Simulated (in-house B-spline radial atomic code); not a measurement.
RPA and G0W0 on HSE06: the iodine ion I⁶⁺

Configuration [Kr] 4d10 5s1, highest spin, mean-field start HSE06. Computed with a B-spline radial code for spherical atoms: all electrons, non-relativistic, point nucleus, each spin shell either full or empty, empty states to l = 9 with an (l + 1/2)⁻⁴ tail; G0W0 by contour deformation at full frequency.

Without relativity these are model numbers: it shifts the levels of so heavy an element strongly and can reorder them.

Command:
```bash
python run_gw.py task.json out
```
Settings (radii: box in bohr, nucleus in fm):
```
Z                        53
electrons                47
configuration            [Kr] 4d10 5s1
hamiltonian              nr
method                   hse06
lmax                     9
spin_polarised           True
box_radius               9.29
intervals                51
ion_configuration        [Kr] 4d10
```

Time taken, with all properties: 9.2 s on 1 thread of Arm Neoverse N1, with other jobs on the host.

Energies (hartree):

```json
{"term": "mean-field total", "value": "-6911.96705"}
{"term": "Hartree-Fock functional on these orbitals", "value": "-6910.06371"}
{"term": "direct second order", "value": "-4.0806"}
{"term": "second-order exchange", "value": "1.1263"}
{"term": "SOSEX correction", "value": "1.0579"}
```

**Question.** What is the RPA correlation energy, and what remains with SOSEX?

**Answer.** RPA gives -3.6433 hartree (-2.11 eV per electron); RPA + SOSEX gives -2.5854, and the second-order doubles -2.9544 hartree (no singles). RPA lacks exchange-type terms and so overcorrelates at short range.

Quasi-particle levels (eV):

```csv
level,occupied,mean field,Σx - vxc,Σc,QP weight,G0W0
5s up,yes,-80.33,-2.90,?,?,?
4d down,yes,-128.27,-9.19,0.42,0.958,-137.04
4d up,yes,-128.59,-9.19,0.41,0.949,-137.38
5s down,no,-76.53,7.18,-2.94,0.958,-72.28
```

G0W0 = mean field + (Σx - vxc) + Σc, with Σc (partial-wave tail included) taken at the quasi-particle energy. Only the outer levels were computed. Levels of low weight are left out.

**Question.** Where does G0W0 put 5s up?

**Answer.** At -85.47 eV, with Σc = -2.24 eV and a quasi-particle weight of 0.972. The tabulated removal energy is 87.61 ± 0.06 eV (NIST, semi-empirical); the calculation leaves out relativity, Breit and QED terms, and what these don't explain is the method's own error.

**Question.** What does it cost to remove one electron (to [Kr] 4d10) by differences of total energies, each species on its own start (correlation terms add to the Hartree-Fock functional)?

**Answer.** HSE06 85.11 eV, Hartree-Fock functional 83.05 eV, + RPA 85.24 eV, + RPA + SOSEX 84.50 eV, + second order 85.39 eV. Tabulated: 87.61 ± 0.06 eV (NIST, semi-empirical); the calculation leaves out relativity, Breit and QED terms, and what these don't explain is the method's own error.
